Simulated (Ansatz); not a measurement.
Mulliken charges of CdH3NS (`[NH2][Cd][SH]`) from B3LYP/def2-TZVPP in Ansatz (PBE0-D4/def2-TZVP geometry).

| atom | x (Å) | y (Å) | z (Å) | charge (e) |
| --- | --- | --- | --- | --- |
| N1 | -1.002 | -0.254 | -1.362 | -0.576 |
| Cd2 | -0.006 | 0.342 | 0.281 | 0.625 |
| S3 | 1.010 | 1.218 | 2.185 | -0.405 |
| H4 | -1.472 | -1.143 | -1.236 | 0.131 |
| H5 | -0.400 | -0.357 | -2.170 | 0.131 |
| H6 | 1.870 | 0.193 | 2.301 | 0.094 |

Question: By hand: the dipole of these point charges (1 e Å = 4.8032 D).

Answer: Σ q r = (0.095, -0.312, -0.155) e Å, of length 0.361 e Å = 1.73 D.

Question: How does the dipole of the full density compare? (Best estimate.)

Answer: Ansatz gave: (0.101, -0.389, -0.213) e Å, 2.18 D; the point charges give 0.79 times that, at 3° from its direction.

Point charges leave out the atoms' own dipoles, such as those of lone pairs, and Mulliken's split depends on the basis, so the two needn't agree.

B3LYP here is the variant with VWN-RPA as its local correlation; programs differ in this.
